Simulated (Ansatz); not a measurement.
# Worked example: C2H6 + GaH2Cl → CH3Cl + GaH2(CH3)

Species: C2H6 `CC`, singlet; GaH2Cl `[Cl][GaH2]`, singlet; CH3Cl (chloromethane) `CCl`, singlet; GaH2(CH3), singlet. The partners trade CH3 for Cl: C–CH3 and Ga–Cl bonds give way to C–Cl and Ga–CH3.

Shapes, held fixed at every level: PBE0-D4/def2-TZVP. Programs: Ansatz 0.2.0. Electronic energies: no zero-point or thermal term.

At CCSD(T)/def2-TZVPP; 1 Eh = 2625.50 kJ/mol:

```
  species   energy (Eh)
     C2H6    -79.675440
   GaH2Cl  -2384.429188
    CH3Cl   -499.560551
GaH2(CH3)  -1964.481514
```

Question: Work out ΔE of the reaction at this level.

Answer: 
1. Products less reactants: (-499.560551) + (-1964.481514) − [(-79.675440) + (-2384.429188)] = 0.062563 Eh = +164.3 kJ/mol.

Other levels give +164.8 (B3LYP-D4/def2-TZVPP) to +188.0 kJ/mol (MP2/def2-SVP). No measured value is set beside it here. Relativity is left out for Ga. Outer-core shells of Ga are correlated, in sets that cover them unevenly. The median of the other levels is +177.6 kJ/mol.
